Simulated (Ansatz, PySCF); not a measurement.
ClH₂SbTe₂, SMILES [TeH][Sb]([TeH])[Cl]. Atoms are numbered in the order given.

```xyz
6

Sb     0.6899    -0.8926     0.0000
Cl    -1.0962    -2.4964     0.0000
Te    -0.1698     0.8481    -1.9728
H      0.5549    -0.1221    -3.1173
Te    -0.1698     0.8481     1.9728
H      0.5549    -0.1221     3.1173
```

The structure is a stationary point at PBE0-D3(BJ)/def2-SVP. A frequency run showed that this geometry is not a minimum. The structure was generated by enumeration; whether it is a known compound was not checked. The def2 effective core potentials stand for the cores of Sb, Te; spin–orbit coupling is left out.

Vertical ionisation energy (IE) and electron affinity (EA) in eV. Rows of orbital energies are one-electron estimates. Where ΔSCF, EOM or ADC give a negative EA the extra electron is unbound and the value depends on the basis.

| level | IE | EA |
|---|---|---|
| −ε(HOMO), −ε(LUMO), B3LYP/def2-TZVP (PySCF) | 6.45 | 2.23 |
| −ε(HOMO), −ε(LUMO), PBE/def2-TZVP (PySCF) | 5.65 | 2.70 |
| ΔSCF, PBE0/def2-SVPD (Ansatz), final states of multiplicity 2 and 2 | 8.33 | 0.75 |
| ΔSCF, PBE/def2-SVPD (Ansatz), final states of multiplicity 2 and 2 | 8.02 | 0.78 |

Question: What vertical singlet–triplet gap does ΔSCF give with PBE0/def2-SVPD (Ansatz, a quantum-chemistry and plane-wave program) and with PBE/def2-SVPD (Ansatz)? (Estimate from the structure and the level; the computed values follow.)

Answer: 3.08 and 2.91 eV (triplet above singlet where positive).
